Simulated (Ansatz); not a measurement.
System: C3H3N2, charge -1, multiplicity 1. It need not be the lowest isomer of its formula. Whether it binds its extra electron was not tested at this geometry. 
Structure (B3LYP-D3(BJ)/def2-TZVP (Ansatz, an electronic-structure program) minimum search):
```
C
N 1 1.3560
H 2 1.0071 1 127.33
C 1 1.3771 2 105.91 3 180.00
H 1 1.0824 2 121.10 3 0.00
H 4 1.0827 1 125.05 5 0.00
N 2 1.4009 3 121.39 1 180.00
C 7 1.3452 2 107.60 3 -180.00
```
Charge -1, spin multiplicity 1.

Total electronic energies in hartree. Valence correlation only, unless marked. No spin-orbit coupling. No relativistic terms. Basis-set limits of correlation are two-point, X^-3; Hartree-Fock from the larger set. [CCSD(T)-MP2]/basis is that difference in the basis named.

```csv
level,program,energy (Eh)
HF/STO-3G,Ansatz,-221.15756
revPBE/def2-TZVPD,Ansatz,-225.58330
B3LYP/def2-TZVPD,Ansatz,-225.63908
r2SCANh-D4/def2-TZVPD,Ansatz + dftd4,-225.49656
LC-wPBE-D3(BJ)/def2-TZVPD,Ansatz + dftd3,___
B2GP-PLYP/def2-TZVPD,Ansatz,___
MP2/6-31G*,Ansatz,-224.82066
CCSD/6-31G,Ansatz,-224.51227
CCSD/6-31G*,Ansatz,-224.83946
CCSD/cc-pVDZ,Ansatz,-224.88409
CCSD(T)/aug-cc-pVDZ,Ansatz,-224.99068
CCSD(T)/cc-pVDZ,Ansatz,-224.91735
CCSD(T)/cc-pV5Z,Ansatz,-225.24951
"RI-MP2/CBS(aug-cc-pVTZ,aug-cc-pVQZ)+[CCSD(T)-MP2]/aug-cc-pVTZ",Ansatz,-225.2812
"CCSD(T)/CBS(aug-cc-pVTZ,aug-cc-pVQZ)",Ansatz,-225.2693
```

Question: Complete the blanks.

Answer: 
- LC-wPBE-D3(BJ)/def2-TZVPD, energy (Eh): -225.47754
- B2GP-PLYP/def2-TZVPD, energy (Eh): -225.40382
